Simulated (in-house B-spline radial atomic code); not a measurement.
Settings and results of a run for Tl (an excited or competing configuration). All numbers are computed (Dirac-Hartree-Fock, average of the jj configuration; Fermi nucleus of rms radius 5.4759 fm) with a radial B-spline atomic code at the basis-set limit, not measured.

In the input, a minus or plus after the letter marks the j = l - 1/2 or j = l + 1/2 subshell.

Command:
```bash
python run_scf.py task.json out
```
Settings (nuclear radius in fm, mass in u):
```
Z                81
configuration    1s2 2s2 2p6 3s2 3p6 3d10 4s2 4p6 4d10 4f14 5s2 5p6 5d10 6s1 6p-1 9f-1
hamiltonian      dirac
method           hf
spin_polarised   False
nucleus          fermi
rms_radius       5.4759
atomic_mass      204.97443
speed_of_light   137.035999084
```

Output (hartree, bohr):
```
 radial grid: 94 intervals, B-splines of order 8, outer radius 245.7 bohr

 iter        energy (Eh)    residual
    1      -20272.770017    9.93e-01
    2      -20273.388028    1.91e-01
    3      -20274.457682    1.64e-02
    4      -20274.458921    8.03e-03
    5      -20274.459124    8.39e-04
    6      -20274.459137    2.62e-04
    7      -20274.459138    2.33e-05
    8      -20274.459138    1.10e-05
    9      -20274.459138    1.94e-06
   10      -20274.459138    7.25e-08

 total energy                    -20274.45914
 kinetic                           23464.0835
 electron-nucleus                 -51194.3309
 electron-electron                  7455.7883

 first-order corrections (not in the total)
   Gaunt                            26.5043
   retardation                      -2.8105
   frequency dependence             -0.5291
   self-energy                      19.9625
   Uehling                          -4.1722
   Wichmann-Kroll                    0.1888
   recoil                            0.0325

 orbital      occ     eigenvalue          <r>       <r^2>       <1/r>       <r^4>     <1/r^2>       r_max    small
 1s1/2      2.000     -3164.4807    0.0163196 0.000368939     99.3523 3.76226e-07     24791.4     0.01003  9.52e-02
 2s1/2      2.000      -569.1455    0.0680375  0.00554472     24.5327 5.41698e-05     3566.98     0.05832  2.19e-02
 2p1/2      2.000      -545.2528    0.0559644  0.00392186     24.4438  3.2216e-05     1121.74     0.04285  2.20e-02
 2p3/2      4.000      -469.2195    0.0647192  0.00510187     19.6774 5.11614e-05     529.777     0.05042  1.94e-02
 3s1/2      2.000      -138.6652     0.176702    0.035868     9.01268  0.00195123     819.972       0.164  7.38e-03
 3p1/2      2.000      -127.9558     0.167366   0.0327212     8.91063  0.00170366     263.905      0.1531  7.31e-03
 3p3/2      4.000      -110.8308     0.183278   0.0390315     7.67142  0.00239523     126.867      0.1683  6.57e-03
 3d3/2      4.000       -93.3868     0.159636   0.0299258     7.55112  0.00158746     71.5582       0.131  6.43e-03
 3d5/2      6.000       -89.7630      0.16448   0.0316417     7.27244   0.0017569     65.2453      0.1352  6.23e-03
 4s1/2      2.000       -32.5940     0.391422    0.172971     3.80313   0.0431187     208.767      0.3694  2.50e-03
 4p1/2      2.000       -27.9483     0.393458    0.176167     3.69173   0.0458608     66.2613      0.3676  2.40e-03
 4p3/2      4.000       -23.7302     0.426076    0.206323     3.28191   0.0628243     32.4211      0.3979  2.14e-03
 4d3/2      4.000       -16.1471      0.43239    0.215962     3.07882   0.0735768     17.1948      0.3903  1.94e-03
 4d5/2      6.000       -15.3500     0.443238    0.226704     2.98182   0.0809591     15.6646      0.3998  1.86e-03
 4f5/2      6.000        -5.4942     0.462366    0.256156     2.62803     0.12908     8.53895      0.3572  1.49e-03
 4f7/2      8.000        -5.3181     0.468617    0.263072     2.59084    0.136208     8.28158      0.3618  1.46e-03
 5s1/2      2.000        -5.9190     0.890318    0.888678     1.53366     1.14695     41.5475      0.8151  6.21e-04
 5p1/2      2.000        -4.2920     0.954109     1.02741     1.41498     1.58337     12.1849      0.8568  5.43e-04
 5p3/2      4.000        -3.5210      1.04288     1.22803     1.26728     2.27466     5.94606       0.931  4.62e-04
 5d3/2      4.000        -1.1977      1.33262     2.06904    0.982829     7.48925     2.27939       1.091  2.90e-04
 5d5/2      6.000        -1.1056      1.37694     2.20688    0.946415     8.46896     2.04054       1.125  2.70e-04
 6s1/2      1.000        -0.7450      2.43295     6.69769    0.525192     69.2105     4.93053       2.093  8.70e-05
 6p1/2      1.000        -0.4572       3.0671     10.7186     0.40867      183.19    0.974358       2.568  4.99e-05
 9f5/2      1.000        -0.0078      89.7923     9081.13   0.0157209 1.07963e+08 0.000574971       102.2  2.11e-07
```

Time taken, with all properties: 8.8 s on 1 thread of Arm Neoverse V1, with other jobs on the host.

For the Dirac Hamiltonian the kinetic term is c α·p + (β - 1)c².

9f5/2 reaches the box edge.
